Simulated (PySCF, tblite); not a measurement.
Isomers of C5H11OS (doublet state), one GFN2-xTB conformer each. Single-point energies are computed at B3LYP/pcH-1 (PySCF, gas phase, no added dispersion term), electronic only. GFN2-xTB treats the open shell by occupation alone, and not every SCF solution was tested for stability.

```csv
SMILES,GFN2-xTB relative energy (kJ/mol)
[CH2]SC(C)(C)OC,0.0
CO[CH]CCCS,17.2
```

Conformers: `[CH2:1][S:2][C:3]([CH3:4])([CH3:5])[O:6][CH3:7]` (doublet state) with H–C1–S2–C3 -175° and 32°, C1–S2–C3–C4 64°, S2–C3–O6–C7 -68°; `[CH3:1][O:2][CH:3][CH2:4][CH2:5][CH2:6][SH:7]` (doublet state) with C1–O2–C3–C4 -175°, O2–C3–C4–C5 91°, C3–C4–C5–C6 -66°, C4–C5–C6–S7 175°, C5–C6–S7–H 60°.

Problem. What does B3LYP/pcH-1 give for the same structures?

Solution. 
```
         SMILES  B3LYP/pcH-1 E (Eh)  B3LYP/pcH-1 (kJ/mol)  GFN2-xTB (kJ/mol)  point group
[CH2]SC(C)(C)OC          -670.53377                   0.0                0.0           C1
     CO[CH]CCCS          -670.53025                   9.2               17.2           C1
```

Both levels put the same isomer lowest. As drawn, the higher has an S–H bond, which the lower lacks. Neighbours under 21 kJ/mol apart ([CH2]SC(C)(C)OC and CO[CH]CCCS) can change places with a better method, another conformer or zero-point energy.

Problem. What happens when harmonic zero-point energies from GFN2-xTB frequencies are added?

Solution. 
| SMILES | ZPE (kJ/mol) | electronic (kJ/mol) | with ZPE (kJ/mol) |
| --- | --- | --- | --- |
| [CH2]SC(C)(C)OC | 387.2 | 0.0 | 0.0 |
| CO[CH]CCCS | 385.0 | 9.2 | 7.0 |

The zero-point energies span 2.2 kJ/mol. The order is unchanged.
